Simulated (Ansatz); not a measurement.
Q: Name a neutral molecule of C, Cl, F, N, Si and H with HOMO energy (ωB97M-V/def2-TZVPP) between -12.70 and -12.40 eV and HOMO–LUMO gap (PBE/def2-TZVPP) between 5.95 and 6.25 eV (Ansatz, PBE0-D4/def2-TZVP geometry).

A: `N#C[SiH](F)Cl` (-12.42 eV, 6.21 eV). Other molecules can fit too; these were computed, each in one conformer that needn't be the lowest.
